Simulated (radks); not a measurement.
Values are calculated unless marked as measured or tabulated.
All-electron atom: Au II in [Xe] 4f14 5d10. Code: a radial shooting solver on a logarithmic mesh with Libxc functionals. Model: scalar-relativistic Kohn-Sham, LDA (Slater exchange, VWN5 correlation), spin-polarised, spherical densities, finite nucleus; Fermi nuclear charge, rms radius 5.4371 fm; hard spherical wall at 15 bohr.

Radial electron density D(r) = 4 pi r^2 rho(r):

```
   r/bohr * D(r) (the largest magnitude, 148, reaches the edge; | marks zero)
0.0007377 | *
0.0009998 |   *
 0.001344 |     *
 0.001822 |        *
 0.002469 |            *
 0.003319 |                  *
 0.004499 |                         *
 0.006097 |                                *
 0.008263 |                                      *
  0.01111 |                                        *
  0.01506 |                                      *
  0.02041 |                                   *
  0.02743 |                                     *
  0.03718 |                                               *
  0.05039 |                                                      *
  0.06829 |                                                 *
  0.09182 |                                          *
   0.1244 |                                                *
   0.1686 |                                               *
   0.2267 |                              *
   0.3073 |                             *
   0.4165 |                               *
   0.5644 |                 *
   0.7589 |         *
    1.028 |      *
    1.394 |   *
    1.874 | *
     2.54 |*
    3.442 *
    4.665 *
    6.272 *
```

D(r) has 4 maxima, at r = 0.0112, 0.0520, 0.145, 0.375 bohr, and minima at 0.0218, 0.0933, 0.266 bohr, inside which lie 1.88, 11.04, 30.01 electrons.
